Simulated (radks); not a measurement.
Values are calculated unless marked as measured or tabulated.
Question: These are the eigenvalues of the occupied orbitals of an atom or ion with whole-number occupations (eV). Level of theory: Dirac Kohn-Sham, BLYP, spin-unpolarised, spherical densities, finite nucleus; Fermi nuclear charge, rms radius of each element as measured or else 0.836 A^(1/3) + 0.57 fm (a radial shooting solver on a logarithmic mesh with Libxc functionals).

| orbital | eigenvalue |
|---|---|
| 1s1/2 | -23055.60 |
| 2s1/2 | -3364.408 |
| 2p1/2 | -3117.363 |
| 2p3/2 | -2972.672 |
| 3s1/2 | -622.4720 |
| 3p1/2 | -525.7897 |
| 3p3/2 | -500.8955 |
| 3d3/2 | -329.6235 |
| 3d5/2 | -324.7119 |
| 4s1/2 | -107.8678 |
| 4p1/2 | -78.2077 |
| 4p3/2 | -74.1747 |
| 4d3/2 | -29.4952 |
| 4d5/2 | -29.0171 |
| 5s1/2 | -21.4139 |

Which element is it, and in what charge state? The configuration may be excited. Open shells, if any, are shared by 2j + 1.

Answer: Z = 45, rhodium, charge +2: Rh2+ in [Kr] 4d6 5s1. The list shows which subshells hold electrons but not how many an open one holds; the 1s level, -847.28 hartree, gives Z - s = 41.2 by -(Z - s)^2/2, which with screening and relativity narrows Z to a few neighbours, and the depths of the outer levels then fix element, charge and occupations together.
